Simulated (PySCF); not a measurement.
# PBE on V⁺ (vanadium, charge +1)

Configuration: [Ar] 3d4, high-spin 5D determinant. Computed with PySCF 2.14 in x2c-QZVPPall with one added diffuse shell each of s, p, d, f, g type (12s8p6d4f3g, 121 functions), with scalar relativity by spin-free X2C-1e.

```json
{
 "Total energy": "-948.730 hartree",
 "One-electron energy": "-1298.694 hartree",
 "Hartree (Coulomb) energy": "395.399 hartree",
 "Exchange-correlation energy": "-45.435 hartree",
 "⟨S²⟩": "6.0002",
 "⟨L²⟩": "6.006",
 "Sum of ⟨r⟩": "16.57 bohr",
 "Sum of ⟨r²⟩": "22.89 bohr²",
 "Traceless quadrupole moment −½Σ⟨3z² − r²⟩ along its main axis": "-0.856 e·bohr²",
 "Langevin diamagnetic susceptibility": "-18.1 ×10⁻⁶ cm³/mol"
}
```

| shell | electrons | mean orbital energy (hartree) | spread (hartree) | rms radius, mean of both spins (bohr) |
| --- | --- | --- | --- | --- |
| 1s β | 1 | -197.08615 | 0 | 0.0768 |
| 1s α | 1 | -197.08543 | 0 | 0.0768 |
| 2s α | 1 | -22.20890 | 0 | 0.335 |
| 2s β | 1 | -22.16906 | 0 | 0.335 |
| 2p α | 3 | -18.55154 | 0.01290 | 0.304 |
| 2p β | 3 | -18.52105 | 0.02085 | 0.304 |
| 3s α | 1 | -2.72095 | 0 | 1.03 |
| 3s β | 1 | -2.59899 | 0 | 1.03 |
| 3p α | 3 | -1.76595 | 0.01890 | 1.12 |
| 3p β | 3 | -1.64428 | 0.04999 | 1.12 |
| 3d α | 4 | -0.36390 | 0.03127 | 1.76 |

Densities and radii are taken from the X2C orbitals without a picture-change correction, which distorts them close to the nucleus.
